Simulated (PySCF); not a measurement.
## Electronic structure of Cu²⁺ (copper, charge +2) at the UHF level

Configuration: [Ar] 3d9, 2D determinant. Calculation: PySCF 2.14, in def2-TZVP; no relativity, point nucleus.

```json
{
  "Total energy": "-1638.045859 hartree",
  "One-electron energy": "-2262.3711 hartree",
  "Hartree (Coulomb) energy": "689.6230 hartree",
  "Exchange energy": "-65.2978 hartree",
  "Kinetic energy": "1638.21793 hartree",
  "⟨S²⟩": "0.7511",
  "⟨L²⟩": "6.010",
  "Sum of ⟨r⟩": "15.88 bohr",
  "Sum of ⟨r²⟩": "15.10 bohr²",
  "Traceless quadrupole moment −½Σ⟨3z² − r²⟩ along its main axis": "-0.336 e·bohr²",
  "Density at the nucleus (Gaussians lack the cusp)": "16200 bohr⁻³",
  "Spin density at the nucleus": "0.139 bohr⁻³",
  "Langevin diamagnetic susceptibility": "-12.0 ×10⁻⁶ cm³/mol",
  "Time after the integrals": "0.2 s of wall time on 1 thread of Intel(R) Xeon(R) 6975P-C (shared host)"
}
```

| shell | electrons | mean orbital energy (eV) | spread (eV) | rms radius, mean of both spins (bohr) |
| --- | --- | --- | --- | --- |
| 1s α | 1 | -8973.3 | 0 | 0.0612 |
| 1s β | 1 | -8973.3 | 0 | 0.0612 |
| 2s α | 1 | -1138.1 | 0 | 0.258 |
| 2s β | 1 | -1137.0 | 0 | 0.258 |
| 2p α | 3 | -996.57 | 1.231 | 0.230 |
| 2p β | 3 | -995.44 | 0.008 | 0.230 |
| 3s α | 1 | -164.31 | 0 | 0.773 |
| 3s β | 1 | -161.42 | 0 | 0.773 |
| 3p α | 3 | -118.47 | 2.467 | 0.815 |
| 3p β | 3 | -115.01 | 1.554 | 0.815 |
| 3d α | 5 | -40.837 | 2.927 | 1.03 |
| 3d β | 4 | -39.145 | 2.283 | 1.03 |
